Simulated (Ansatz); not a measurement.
hexafluoroethane (C₂F₆), singlet, at a GFN2-xTB geometry. Base run: Ansatz (a program for electronic structure) with PBE0/6-31G**.

Geometry (Å):
```xyz
8

F      1.4041    -0.2828    -1.0213
C      0.7671    -0.0617     0.1225
F      1.2434     1.0555     0.6591
F      1.0264    -1.0681     0.9488
C     -0.7671     0.0617    -0.1225
F     -1.0264     1.0681    -0.9488
F     -1.2434    -1.0555    -0.6591
F     -1.4041     0.2828     1.0213
```
Charge 0, spin multiplicity 1.
All else is at Ansatz's defaults.

Each row names what was changed in the base input (with any setting that the change needs).

```
change                                                                 basis functions      E (Eh)
---------------------------------------------------------------------  ---------------  ----------
base                                                                               120  -674.62606
basis = jorge-DZP-DKH; relativity = spin-free X2C                                  120  -675.36245
basis = x2c-SVPall; relativity = none                                              112  -674.10263
basis = cc-pVDZ-DK; relativity = none                                              112  -674.62205
basis = jorge-DZP-DKH; relativity = none                                           120  -674.77161
basis = jorge-DZP-DKH; relativity = spin-free X2C; nucleus = Gaussian              120  -675.36230
basis = cc-pVDZ-DK; relativity = spin-free X2C; nucleus = Gaussian                 112  -675.22369
basis = x2c-SVPall; relativity = spin-free X2C                                     112  -674.67074
basis = cc-pVDZ-DK; relativity = spin-free X2C                                     112  -675.22384
basis = x2c-SVPall; relativity = spin-free X2C; nucleus = Gaussian                 112  -674.67060
```

Absolute energies of different levels of theory aren't comparable as measures of quality.

Ansatz warned in this series: the basis is contracted for relativity, which the run leaves out.

Basis sets contracted for a relativistic Hamiltonian are a mismatch without it, so the rows without relativity aren't non-relativistic limits. No row has spin-orbit coupling; sets with core potentials leave out the core electrons.
